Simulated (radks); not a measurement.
Results of a calculation; reference values are marked as such.
The cerium ion Ce4+, 54 electrons, occupied as [Xe]. Code: a radial shooting solver on a logarithmic mesh with Libxc functionals. Model: Dirac Kohn-Sham, BLYP, spin-unpolarised, spherical densities, finite nucleus; Fermi nuclear charge, rms radius 4.8771 fm.

Normalised radial functions P(r) = r R(r) (large component), r in bohr:

r,4p3/2,4d3/2,5p1/2
0.001983,0.0045,0.0001,0.0049
0.002272,0.0058,0.0001,0.0059
0.002603,0.0075,0.0001,0.0071
0.003006,0.0098,0.0002,0.0086
0.003444,0.0126,0.0002,0.0104
0.003946,0.0162,0.0003,0.0126
0.004557,0.0211,0.0005,0.0155
0.005221,0.0269,0.0007,0.0188
0.005981,0.0344,0.0009,0.0229
0.006908,0.0443,0.0014,0.0281
0.007914,0.0561,0.0019,0.0342
0.009067,0.0707,0.0027,0.0416
0.01039,0.0887,0.0039,0.0504
0.012,0.1121,0.0057,0.0615
0.01374,0.1388,0.0081,0.0739
0.01575,0.1705,0.0114,0.0884
0.01819,0.2099,0.0165,0.1059
0.02083,0.2527,0.0232,0.1244
0.02387,0.3004,0.0324,0.1444
0.02757,0.3550,0.0458,0.1666
0.03158,0.4082,0.0631,0.1873
0.03618,0.4595,0.0861,0.2061
0.04146,0.5042,0.1162,0.2208
0.04788,0.5372,0.1574,0.2287
0.05485,0.5468,0.2067,0.2255
0.06284,0.5265,0.2668,0.2085
0.07258,0.4632,0.3424,0.1721
0.08315,0.3573,0.4233,0.1182
0.09526,0.2042,0.5099,0.0458
0.11,-0.0038,0.6004,-0.0471
0.126,-0.2289,0.6746,-0.1421
0.1444,-0.4571,0.7250,-0.2320
0.1654,-0.6547,0.7364,-0.3012
0.1911,-0.7872,0.6891,-0.3334
0.2189,-0.8010,0.5751,-0.3096
0.2508,-0.6807,0.3878,-0.2259
0.2896,-0.4029,0.1144,-0.0765
0.3318,-0.0243,-0.1965,0.1022
0.3802,0.4137,-0.5282,0.2846
0.4391,0.8629,-0.8586,0.4368
0.503,1.1962,-1.1082,0.5002
0.5763,1.3830,-1.2615,0.4576
0.6603,1.4011,-1.3001,0.3032
0.7625,1.2568,-1.2203,0.0414
0.8736,1.0187,-1.0563,-0.2539
1.001,0.7452,-0.8434,-0.5414
1.156,0.4773,-0.6076,-0.7813
1.324,0.2797,-0.4080,-0.9097
1.517,0.1454,-0.2496,-0.9286
1.752,0.0629,-0.1325,-0.8407
2.007,0.0245,-0.0647,-0.6880
2.3,0.0081,-0.0278,-0.5081
2.635,0.0022,-0.0103,-0.3375
3.043,0.0004,-0.0030,-0.1935
3.486,0.0001,-0.0008,-0.1005
3.994,0.0000,-0.0002,-0.0450
4.613,0.0000,0.0000,-0.0160
5.285,0.0000,0.0000,-0.0049

4p3/2: eigenvalue -249.08 eV, 2 radial nodes at r = 0.110, 0.334 bohr, <r> = 0.680 bohr, 90 % of the charge inside 0.988 bohr. 4d3/2: eigenvalue -155.88 eV, 1 radial node at r = 0.305 bohr, <r> = 0.732 bohr, 90 % of the charge inside 1.10 bohr. 5p1/2: eigenvalue -62.060 eV, 3 radial nodes at r = 0.103, 0.308, 0.778 bohr, <r> = 1.60 bohr, 90 % of the charge inside 2.30 bohr.
